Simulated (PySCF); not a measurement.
Delta-SCF ions had no search for a lower state. Excitations are Tamm–Dancoff values on a coarser integration grid. The basis has no diffuse functions, so Rydberg states are missing or too high.

# H2Cl2Si, SMILES `[SiH2](Cl)Cl` (charge 0, multiplicity 1)

Method: PBE-D3(BJ)/def2-TZVP // PBE0-D4/def2-TZVP in PySCF.

```yaml
HOMO: -7.72 eV
dipole_moment: 1.05 D
LUMO: -0.89 eV
HOMO–LUMO gap: 6.84 eV
S1 excitation (TDA): 6.94 eV
S1 oscillator strength: 0.007
T1 excitation (TDA): 6.63 eV
S1–T1 gap (TDA): 0.31 eV
vertical ionisation energy (Delta-SCF): 10.78 eV
total_energy: -1210.7024 Ha
cost: about 30 core-seconds (a rough figure)
```

Bonded distances (Å): Cl1–Si2 2.040, Si2–Cl3 2.040, Si2–H4 1.475, Si2–H5 1.475. Angles (°): Cl1–Si2–Cl3 110.1, Cl1–Si2–H4 108.5, Cl1–Si2–H5 108.5, Cl3–Si2–H4 108.5, Cl3–Si2–H5 108.5, H4–Si2–H5 112.8.
